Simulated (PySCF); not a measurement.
A side-by-side comparison of computed properties.

First species: C3H7ClO2Si2.
InChI=1S/C3H7ClO2Si2/c1-3-2-5-8(3,4)6-7/h1-2H2,7H3/t8-/m1/s1

Second species: C4H5FO.
Bonds: F1–C2, C2–C3 (double), C3–O4, O4–C5, C5–C6, C2–C6. Hydrogens: H7 on C3; H8, H9 on C5; H10, H11 on C6.

Levels: CAM-B3LYP/def2-SVPD for dipole moment, HOMO energy, LUMO energy, HOMO–LUMO gap, static isotropic polarisability and electronic spatial extent ⟨r²⟩ about the centre of nuclear charge; TDDFT CAM-B3LYP/def2-SVPD for lowest singlet excitation; TDA CAM-B3LYP/def2-SVPD for lowest triplet excitation (Tamm–Dancoff); GFN2-xTB for rotational constant A and rotational constant C. Geometries: GFN2-xTB. All species are isolated and taken at one optimised geometry, non-relativistic unless stated. Electronic properties by PySCF.

Dipoles, sizes and rotational constants follow the conformer. The torsions of the flexible species, by atom-mapped SMILES:
- `[CH2:1]=[C:2]1[CH2:3][O:4][Si@@:5]1([Cl:6])[O:7][SiH3:8]`: O4–Si5–O7–Si8 -72°

Values for the first species:

| Quantity | Value |
| --- | --- |
| Dipole moment | 1.79 D |
| HOMO energy | -9.25 eV |
| LUMO energy | 0.41 eV |
| HOMO–LUMO gap | 9.66 eV |
| Lowest singlet excitation | 6.36 eV |
| Lowest triplet excitation (Tamm–Dancoff) | 4.13 eV |
| Static isotropic polarisability | 100.1 au |
| Electronic spatial extent ⟨r²⟩ about the centre of nuclear charge | 1726 bohr² |
| Rotational constant A | 1.538 GHz |
| Rotational constant C | 0.718 GHz |

Problem. Estimate the same properties for the second species, and the change in each.

Solution. 
| property | first | second | second less first |
| --- | --- | --- | --- |
| dipole moment | 1.79 D | 1.61 D | -0.18 D |
| HOMO energy | -9.25 eV | -7.56 eV | +1.69 eV |
| LUMO energy | 0.41 eV | 1.30 eV | +0.89 eV |
| HOMO–LUMO gap | 9.66 eV | 8.86 eV | -0.80 eV |
| lowest singlet excitation | 6.36 eV | 5.86 eV | -0.50 eV |
| lowest triplet excitation (Tamm–Dancoff) | 4.13 eV | 3.97 eV | -0.16 eV |
| static isotropic polarisability | 100.1 au | 48.6 au | -51.5 au |
| electronic spatial extent ⟨r²⟩ about the centre of nuclear charge | 1726 bohr² | 505 bohr² | -1221 bohr² |
| rotational constant A | 1.538 GHz | 7.888 GHz | +6.350 GHz |
| rotational constant C | 0.718 GHz | 2.351 GHz | +1.633 GHz |

On the first: The principal polarisabilities are 91.8, 92.7 and 115.8 au; their mean is the isotropic value. In wavenumbers S1 is 51300 cm⁻¹ (1 eV = 8065.54 cm⁻¹).

On the second: S1 lies 3.00 eV below the HOMO–LUMO gap; its leading configuration is HOMO→LUMO, weight 0.91. The 8 singlets span 5.86 to 8.19 eV, and their oscillator strengths add up to 0.21.
